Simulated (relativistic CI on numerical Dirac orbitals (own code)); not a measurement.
## d3 in a ligand field

Computed with a parametric ligand-field model of a d^n configuration (Racah B and C, spin-orbit zeta, crystal field), exact diagonalisation.

Field parameters in Wybourne normalisation: D3d B²₀ = −7Dσ, B⁴₀ = −14Dq − 21Dτ, B⁴₃ = −14√(10/7) Dq; D4h B²₀ = −7Ds, B⁴₀ = 21(Dq − Dt), B⁴₄ = 21√(5/14) Dq; Oh B⁴₀ = 21Dq, B⁴₄ = √(5/14) B⁴₀; Td as Oh with Dq negative (B⁴₀ = 21Dq, B⁴₄ = √(5/14) B⁴₀). The field is a parameter set, without covalency.

Question: Ground term and bands for B = 850, C = 3890, ζ = 0 cm⁻¹, D3d, 10Dq = 35100, Dσ = -1200, Dτ = 210 cm⁻¹?

Answer: Ground term 4A2 with 0.00 electrons in the two orbitals of the cubic e set. Spin-allowed: 4E 35604 cm⁻¹ (281 nm), 4A1 36858 cm⁻¹ (271 nm), 4A2 45100 cm⁻¹ (222 nm), 4E 45595 cm⁻¹ (219 nm). Lowest spin-forbidden: 2E 18109 cm⁻¹ (552 nm), 2E 18690 cm⁻¹ (535 nm), 2A2 19264 cm⁻¹ (519 nm).

Question: Ground term and bands for B = 1040, C = 4440, ζ = 0 cm⁻¹, D3d, 10Dq = 38050, Dσ = 250, Dτ = 360 cm⁻¹?

Answer: Ground term 4A2 with 0.00 electrons in the two orbitals of the cubic e set. Spin-allowed: 4A1 38410 cm⁻¹ (260 nm), 4E 39761 cm⁻¹ (252 nm), 4A2 49326 cm⁻¹ (203 nm), 4E 51595 cm⁻¹ (194 nm). Lowest spin-forbidden: 2E 20643 cm⁻¹ (484 nm), 2E 21904 cm⁻¹ (457 nm), 2A2 22227 cm⁻¹ (450 nm).

Question: Ground term and bands for B = 310, C = 1420, ζ = 0 cm⁻¹, Td, 10Dq = -1450 cm⁻¹?

Answer: Ground term 4T1 with 1.88 electrons in the two orbitals of the cubic e set. Spin-allowed: 4T2 1220 cm⁻¹, 4A2 2670 cm⁻¹, 4T1 5641 cm⁻¹ (1773 nm). Lowest spin-forbidden: 2E 4958 cm⁻¹ (2017 nm), 2T2 5906 cm⁻¹ (1693 nm), 2T1 5911 cm⁻¹ (1692 nm).

Question: Ground term and bands for B = 920, C = 3730, ζ = 0 cm⁻¹, D4h, 10Dq = 14000, Ds = 3000, Dt = 770 cm⁻¹?

Answer: Ground term 4B1 with 0.00 electrons in the two orbitals of the cubic e set. Spin-allowed: 4E 4834 cm⁻¹ (2069 nm), 4A2 7472 cm⁻¹ (1338 nm), 4B2 14000 cm⁻¹ (714 nm), 4E 17719 cm⁻¹ (564 nm). Lowest spin-forbidden: 2E 16266 cm⁻¹ (615 nm), 2A1 16414 cm⁻¹ (609 nm), 2B1 17453 cm⁻¹ (573 nm).

Question: A d3 ion in Oh symmetry has the ground term 4A2 and bands at 4T2 4100 cm⁻¹ (2439 nm), 4T1 7021 cm⁻¹ (1424 nm), 2E 11515 cm⁻¹ (868 nm), 2T1 12041 cm⁻¹ (830 nm), 2A1 14130 cm⁻¹ (708 nm), 4T1 14879 cm⁻¹ (672 nm). Which parameters reproduce them?

Answer: B = 640, C = 2490, ζ = 0 cm⁻¹, Oh, 10Dq = 4100 cm⁻¹.
